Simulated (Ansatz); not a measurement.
Job for Ansatz (a first-principles code): R-CCSD(T)/cc-pV(D+d)Z on H2SSi (SMILES [SiH]S), a point of a torsion scan. Files ending in .json are basis or fitting sets from the Basis Set Exchange.

Ansatz 0.2 input:
```yaml
crystal:
  periodic: [false, false, false]
  atoms:
    - {symbol: Si, position_ang: [0.96638909, 0.64862776, -0.45862663]}
    - {symbol: S, position_ang: [-1.03006362, 0.49299324, 0.45472293]}
    - {symbol: H, position_ang: [1.51601705, -0.55155287, 0.21068267]}
    - {symbol: H, position_ang: [-1.65881360, 0.38921039, -0.70610046]}
basis:
  gaussian:
    orbitals: cc-pV_D+d_Z.json
magnetization: {spin_polarized: false}
correlation: {method: ccsd_t, electrons: outside_noble_gas}
scf: {lower_state_search: off}
```

Problem. Predict the final total energy.

Solution. -687.8620 hartree (reference determinant -687.5980, T1 diagnostic 0.018).
